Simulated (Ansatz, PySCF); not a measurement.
Dimer: SiH4 (SMILES [SiH4]) (first 5 atoms) with C2H6 (SMILES CC); geometry from B3LYP-D3(BJ)/def2-TZVP, rigid monomers moved along the line of their centres of mass till Si1···C7 is 5.25 Å.
(charge 0, multiplicity 1):
```json
[
 {"atom": "Si", "x (Å)": "-0.2623", "y (Å)": "-0.0583", "z (Å)": "0.2181"},
 {"atom": "H", "x (Å)": "-0.0498", "y (Å)": "1.2741", "z (Å)": "0.8257"},
 {"atom": "H", "x (Å)": "-1.6462", "y (Å)": "-0.5091", "z (Å)": "0.4846"},
 {"atom": "H", "x (Å)": "0.6944", "y (Å)": "-1.0238", "z (Å)": "0.8031"},
 {"atom": "H", "x (Å)": "-0.0438", "y (Å)": "0.0266", "z (Å)": "-1.2440"},
 {"atom": "C", "x (Å)": "1.0539", "y (Å)": "0.2933", "z (Å)": "5.6568"},
 {"atom": "C", "x (Å)": "-0.3938", "y (Å)": "-0.1465", "z (Å)": "5.4613"},
 {"atom": "H", "x (Å)": "1.5501", "y (Å)": "0.4628", "z (Å)": "4.6996"},
 {"atom": "H", "x (Å)": "1.6283", "y (Å)": "-0.4624", "z (Å)": "6.1963"},
 {"atom": "H", "x (Å)": "1.1123", "y (Å)": "1.2223", "z (Å)": "6.2273"},
 {"atom": "H", "x (Å)": "-0.9694", "y (Å)": "0.6087", "z (Å)": "4.9224"},
 {"atom": "H", "x (Å)": "-0.8906", "y (Å)": "-0.3159", "z (Å)": "6.4186"},
 {"atom": "H", "x (Å)": "-0.4533", "y (Å)": "-1.0766", "z (Å)": "4.8924"}
]
```

Interaction energies are E(AB) − E(A) − E(B) at the monomers' geometry in the complex; basis-set methods are counterpoise corrected.

Frozen-core correlation.

Run with Ansatz (Gaussian orbitals); PySCF for the dispersion terms. Values without a source in brackets are computed.

PBE/def2-TZVPPD gives -0.11 kcal/mol for the interaction energy.

Where do these levels fall relative to PBE: PBE-D3(BJ)/def2-TZVPPD, r2SCAN/def2-TZVPPD, PBE0/def2-TZVPPD, wB97M-V/def2-TZVPPD, MP2/aug-cc-pV(D+d)Z, CCSD(T)/aug-cc-pV(D+d)Z.

PBE-D3(BJ)/def2-TZVPPD -0.26; r2SCAN/def2-TZVPPD 0.03; PBE0/def2-TZVPPD 0.03; wB97M-V/def2-TZVPPD -0.17; MP2/aug-cc-pV(D+d)Z -0.14; CCSD(T)/aug-cc-pV(D+d)Z -0.15 kcal/mol. 2 of 6 lie above PBE; the widest gap is to PBE-D3(BJ)/def2-TZVPPD.

Ansatz is a quantum-chemistry and plane-wave program.
